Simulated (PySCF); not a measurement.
OSc, SMILES [Sc]=[O] (connectivity only; charge and spin as stated), neutral, multiplicity 2.

The structure is a stationary point at PBE-D3(BJ)/def2-TZVPD.

The numbers are results of PBE-D3(BJ)/def2-TZVPD (PySCF), not measurements.

Frequencies are harmonic and unscaled.

Computed vibrational spectrum:
| mode | ν (cm⁻¹) | IR (km/mol) | moving atoms (share of kinetic energy) |
|---|---|---|---|
| 1 | 976 | 163.1 | O 74 %, Sc 26 % |
